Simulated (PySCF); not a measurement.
A GIAO shielding run with PySCF 2.14 (density fitting, non-relativistic, gas phase) on SiCl3(SBu) (C(CC)CS[Si](Cl)(Cl)Cl, C4H9Cl3SSi):

```
{"job": {"kind": "nmr", "xc": "PBE0", "basis": "pcSseg-1"}, "charge": 0, "multiplicity": 1}
C     -2.341887    -0.082141     1.023151
C     -1.428228     0.460369    -0.067915
C     -0.444193    -0.601157    -0.552456
C      0.553569    -0.062176    -1.562479
S      1.602294     1.300839    -0.915087
Si     2.781184     0.329834     0.596359
Cl     4.433529     1.444945     0.873330
Cl     1.799057     0.178073     2.361567
Cl     3.283046    -1.537979    -0.007398
H     -3.048770     0.679430     1.342031
H     -1.758622    -0.391839     1.887520
H     -2.902577    -0.941455     0.661553
H     -0.871054     1.316201     0.317745
H     -2.026576     0.807970    -0.912809
H      0.088593    -1.019785     0.303948
H     -0.992737    -1.417244    -1.030693
H      1.223436    -0.843671    -1.917416
H      0.041174     0.386105    -2.412609
```

Hardware: 1 thread of an Arm Neoverse V1, shared host. The job also computes population analyses, field gradients.

Problem. How large is the calculation?

Solution. 114 electrons, 233 basis functions and 1327 auxiliary functions.

Problem. How long does it take?

Solution. 54 s of wall time, with 13 SCF cycles and 5 response iterations. Times on a shared host scatter by some tens of per cent.
